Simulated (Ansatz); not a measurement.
Ga6S10⁻. The state is a doublet with charge -1. Geometry PBE-D4/def2-SVP; atoms count from 1.

```xyz
16

Ga    2.4368   -0.2306    0.0170
Ga   -0.4028   -1.8114    0.9402
Ga    1.3515   -1.1459   -2.6561
Ga    0.9128    0.2582    2.7507
Ga   -2.4953    0.4587   -1.7719
Ga   -1.4281    1.3537    0.9442
S    -2.8367    2.3457   -0.4754
S     1.2965   -2.3270   -0.4080
S    -0.5969    1.9023    2.9863
S    -2.3223   -0.8195    0.4733
S    -0.0894    0.7751   -2.1943
S     0.1666   -1.8493    3.1052
S    -3.1788   -0.4917   -3.5337
S     0.6783    1.4402   -0.3128
S     3.0617    0.4033    2.1066
S     3.4462   -0.2617   -1.9711
```

Single mean-field runs in def2-TZVP are fitted with def2-universal-jkfit. The structure comes from a short search, and lower isomers may exist.

(1) Estimate the Mulliken populations from the PBE0/def2-TZVP orbitals of Ansatz.

(2) Where does the spin sit?

(3) And the Mayer bond orders between heavy atoms (over 0.3)?

## Answers

(1) 
```
atom  charge (e)  spin (α − β)
 Ga1        0.45          0.02
 Ga2        0.44          0.00
 Ga3        0.36          0.65
 Ga4        0.44          0.00
 Ga5        0.40         -0.01
 Ga6        0.44          0.00
  S7       -0.41          0.01
  S8       -0.35          0.04
  S9       -0.38          0.00
 S10       -0.32          0.00
 S11       -0.15          0.08
 S12       -0.37          0.01
 S13       -0.60          0.04
 S14       -0.15          0.01
 S15       -0.38          0.02
 S16       -0.42          0.12
```
Mulliken values depend strongly on the basis.

(2) Summed by element: Ga 0.66, S 0.34, of 1 unpaired in all. Largest on single atoms: Ga3 0.65, S16 0.12, S11 0.08.

(3) Ga1–S8 0.65 (2.42 Å); Ga1–S14 0.61 (2.45 Å); Ga1–S15 0.98 (2.27 Å); Ga1–S16 1.07 (2.23 Å); Ga2–S8 0.99 (2.23 Å); Ga2–S10 1.08 (2.21 Å); Ga2–S12 1.05 (2.24 Å); Ga3–S8 0.52 (2.54 Å); Ga3–S11 0.65 (2.45 Å); Ga3–S16 0.90 (2.37 Å); Ga4–S9 1.07 (2.24 Å); Ga4–S12 0.98 (2.26 Å); Ga4–S15 1.04 (2.25 Å); Ga5–S7 0.87 (2.31 Å); Ga5–S10 0.39 (2.59 Å); Ga5–S11 0.48 (2.46 Å); Ga5–S13 1.75 (2.12 Å); Ga6–S7 1.09 (2.23 Å); Ga6–S9 0.96 (2.27 Å); Ga6–S10 0.69 (2.40 Å); Ga6–S14 0.57 (2.45 Å); S11–S14 1.01 (2.14 Å).
